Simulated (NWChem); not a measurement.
System: MoO2BrF; SMILES [O]=[Mo]([F])(=[O])[Br]

Excerpt of the output:

```
             Northwest Computational Chemistry Package (NWChem) 7.3.0
             --------------------------------------------------------

 CS  symmetry detected

                             Geometry "geometry" -> ""
                             -------------------------

 Output coordinates in angstroms (scale by  1.889725989 to convert to a.u.)

  No.       Tag          Charge          X              Y              Z
 ---- ---------------- ---------- -------------- -------------- --------------
    1 Mo                  42.0000     0.05956324     0.69011267     0.00000000
    2 O                    8.0000     0.84413369     1.05395264    -1.37924978
    3 O                    8.0000     0.84413369     1.05395264     1.37924978
    4 F                    9.0000    -1.59729430     1.27052204     0.00000000
    5 Br                  35.0000    -0.04663275    -1.63664779     0.00000000

 Effective nuclear repulsion energy (a.u.)     850.3309693855

      Symmetry information
      --------------------

 Group name             Cs
 Group number              2
 Group order               2
 No. of unique centers     4

                                Z-matrix (autoz)
                                --------

 Units are Angstrom for bonds and degrees for angles

      Type          Name      I     J     K     L     M      Value
      ----------- --------  ----- ----- ----- ----- ----- ----------
    1 Stretch                  1     2                       1.62796
    2 Stretch                  1     3                       1.62796
    3 Stretch                  1     4                       1.75558
    4 Stretch                  1     5                       2.32918
    5 Bend                     2     1     3               115.82219
    6 Bend                     2     1     4               112.39222
    7 Bend                     2     1     5               104.19571
    8 Bend                     3     1     4               112.39222
    9 Bend                     3     1     5               104.19571
   10 Bend                     4     1     5               106.69250

                           NWChem Geometry Optimization
                           ----------------------------

[...]

      ----------------------
      Optimization converged
      ----------------------

  Step       Energy      Delta E   Gmax     Grms     Xrms     Xmax
  ---- ---------------- -------- -------- -------- -------- --------
@    5   -2891.75567796 -2.1D-07  0.00004  0.00002  0.00037  0.00065
                                     ok       ok       ok       ok

                                Z-matrix (autoz)
                                --------

 Units are Angstrom for bonds and degrees for angles

      Type          Name      I     J     K     L     M      Value     Gradient
      ----------- --------  ----- ----- ----- ----- ----- ---------- ----------
    1 Stretch                  1     2                       1.66012    0.00004
    2 Stretch                  1     3                       1.66012    0.00004
    3 Stretch                  1     4                       1.83701    0.00000
    4 Stretch                  1     5                       2.40255   -0.00000
    5 Bend                     2     1     3               106.33599    0.00000
    6 Bend                     2     1     4               110.22500   -0.00001
    7 Bend                     2     1     5               108.98964    0.00002
    8 Bend                     3     1     4               110.22500   -0.00001
    9 Bend                     3     1     5               108.98964    0.00002
   10 Bend                     4     1     5               111.90713   -0.00002

                         Geometry "geometry" -> "geometry"
                         ---------------------------------

 Output coordinates in angstroms (scale by  1.889725989 to convert to a.u.)

[...]

 Rotational Constants
 --------------------
 A=   0.126370 cm-1  (  0.181815 K)
 B=   0.039925 cm-1  (  0.057441 K)
 C=   0.038081 cm-1  (  0.054789 K)

 Temperature                      =   298.15K
 frequency scaling parameter      =   1.0000

 Zero-Point correction to Energy  =    6.250 kcal/mol  (  0.009960 au)
 Thermal correction to Energy     =   10.006 kcal/mol  (  0.015946 au)
 Thermal correction to Enthalpy   =   10.598 kcal/mol  (  0.016889 au)

 Total Entropy                    =   82.325 cal/mol-K
   - Translational                =   42.166 cal/mol-K (mol. weight = 228.8102)
   - Rotational                   =   28.507 cal/mol-K (symmetry #  =        1)
   - Vibrational                  =   11.651 cal/mol-K

 Cv (constant volume heat capacity) =   17.815 cal/mol-K
   - Translational                  =    2.979 cal/mol-K
   - Rotational                     =    2.979 cal/mol-K
   - Vibrational                    =   11.856 cal/mol-K

[normal modes left out]

 ----------------------------------------------------------------------------
 Normal Eigenvalue ||           Projected Infra Red Intensities
  Mode   [cm**-1]  || [atomic units] [(debye/angs)**2] [(KM/mol)] [arbitrary]
 ------ ---------- || -------------- ----------------- ---------- -----------
    1       -0.000 ||    0.000054           0.001         0.053       0.016
    2       -0.000 ||    0.000110           0.003         0.108       0.032
    3        0.000 ||    0.000002           0.000         0.002       0.001
    4        0.000 ||    0.000025           0.001         0.024       0.007
    5        0.000 ||    0.000051           0.001         0.050       0.015
    6        0.000 ||    0.000212           0.005         0.206       0.062
    7      135.262 ||    0.002305           0.053         2.247       0.677
    8      174.633 ||    0.003520           0.081         3.431       1.034
    9      226.028 ||    0.001656           0.038         1.614       0.486
   10      239.841 ||    0.005239           0.121         5.107       1.539
   11      322.860 ||    0.037593           0.867        36.647      11.040
   12      395.365 ||    0.019217           0.443        18.734       5.644
   13      728.601 ||    0.124647           2.876       121.512      36.606
   14     1061.210 ||    0.195440           4.509       190.524      57.397
   15     1090.220 ||    0.120691           2.784       117.655      35.444
 ----------------------------------------------------------------------------
```

Level: PBE0/def2-SVP with def2 effective core potentials on Mo. This build's default masses of Se (78.918 u) and Br (79.917 u) are each other's, which moves their modes by up to 0.6 %. def2 effective core potentials on Mo; no spin-orbit coupling.

Q: Reconstruct the input file.

A: Several could match; the one computed here: the input that was run:
```
start job
memory heap 200 mb stack 900 mb global 1100 mb
geometry units angstroms
  Mo     0.481321     0.538745    -0.016794
  O      1.693898     0.007420    -0.964142
  O      0.868861     0.822276     1.538785
  F     -0.397174     1.874895    -0.741364
  Br    -0.996638    -1.258778     0.081390
end
basis spherical
  * library def2-svp
end
ecp
  Mo library def2-ecp
end
dft
  xc pbe0
  iterations 150
end
driver
  maxiter 120
end
task dft optimize
dft
  grid fine
  convergence energy 1d-8 density 1d-7
end
task dft freq numerical
```
